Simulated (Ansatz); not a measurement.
`F/C=C(\F)C(F)(F)F` + H₂ → `F/C=C(\F)C(F)F` + H–F at 298.15 K and 1 bar (hydrogenolysis of a C–F bond).

Calculated with Ansatz (gas phase, PBE0-D4/def2-TZVP geometries, no zero-point term in ΔE). CBS: MP2 limit from def2 TZ/QZ plus the TZ coupled-cluster correction, frozen cores. This one scheme is used for every species. Double bonds are as drawn, so ΔE can hold a change between cis and trans. Each species was taken in one conformer, which may not be the lowest.

```csv
species,CCSD(T)/CBS energy (Eh),H − E (kJ/mol),S (J/(mol·K))
`F/C=C(\F)C(F)(F)F`,-613.66934,133.0,355.5
H₂,-1.17544,35.1,130.4
`F/C=C(\F)C(F)F`,-514.47128,153.0,342.0
H–F,-100.39570,33.5,173.6
```

H − E and S are ideal-gas, rigid-rotor, harmonic terms from PBE0-D4/def2-TZVP, for one conformer and one mirror image of each species. The MP2-based limit puts H₂ 0.8 mEh under its directly extrapolated value; such offsets cancel only in part. 1 Eh = 2625.50 kJ/mol, R = 8.31446 J/(mol·K).

Task: By hand: ΔE, ΔH, ΔS and ΔG.

Result: ΔE = (-514.47128) + (-100.39570) − (-613.66934) − (-1.17544) = -0.02220 Eh = -58.3 kJ/mol. Δ(H − E) = 153.0 + 33.5 − 133.0 − 35.1 = 18.4, so ΔH = -39.9 kJ/mol. ΔS = 342.0 + 173.6 − 355.5 − 130.4 = 29.7 J/(mol·K). ΔG = -39.9 − 298.15 × (29.7)/1000 = -48.8 kJ/mol.

Task: By hand: the equilibrium constant, and the temperature at which ΔG would vanish if ΔH and ΔS stayed fixed.

Result: log₁₀ K = −ΔG/(RT ln 10) = 8.5. ΔH and −TΔS have one sign here, so there is no such temperature.

ΔH outweighs TΔS. A doubt of 5 kJ/mol in ΔE shifts log₁₀ K by 0.9 here. Other conformers and mirror images would add mixing entropy, several J/(mol·K) or more a flexible species. These are equilibria of isolated gas molecules and say nothing of rates. Largest T1 diagnostic: 0.013 (customary marks: 0.02 for closed shells, 0.045 for open ones).
